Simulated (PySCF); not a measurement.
# Sn²⁺: ionisation energy

Sn²⁺ [Kr] 4d10 5s2 (1S) → Sn³⁺ [Kr] 4d10 5s1 (2S), as a difference of total energies. Calculation: PySCF 2.14, in def2-TZVPPD with the def2 core potential (28 electrons); a scalar-relativistic core potential. Correlated levels: valence and next inner shell: nothing frozen outside the core potential. The calculations carry no spin-orbit coupling.

| method | ionisation energy (eV) | error (eV) |
| --- | --- | --- |
| UHF | 28.541 | -1.965 |
| MP2 (valence and next inner shell) | 30.344 | -0.162 |
| SCS-MP2 (valence and next inner shell) | 30.298 | -0.208 |
| CCSD (valence and next inner shell) | 30.224 | -0.282 |
| CCSD(T) (valence and next inner shell) | 30.300 | -0.206 |

Reference: 30.506 eV (measured; NIST Atomic Spectra Database, ionization energies).

Errors of the correlated levels include the incompleteness of this basis.
